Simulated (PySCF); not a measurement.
Al(H)(OH)(SH) (AlH3OS), SMILES [OH][AlH][SH]. Atoms are numbered in the order given.

```xyz
6

Al    -0.5517    -0.5729     0.0000
H     -2.0880    -0.9123     0.0000
O      0.6658    -1.7604     0.0000
H      0.4821    -2.7029     0.0000
S      0.1268     1.5004     0.0000
H      1.4230     1.1396     0.0000
```

Geometry optimised at TPSSh-D3(BJ)/def2-TZVP. The values are those of a single conformer.

Calculation: PBE0/pcJ-1 (PySCF).

Isotropic couplings with Fermi-contact, spin-dipole and both spin-orbit terms, one fixed conformer, no vibrational averaging. Isotopes: 1H.

Computed spin–spin coupling constants:
```tsv
pair	bonds apart	J (Hz)
H2–H4	3	-1.9
H2–H6	3	0.9
H4–H6	4	0.4
```
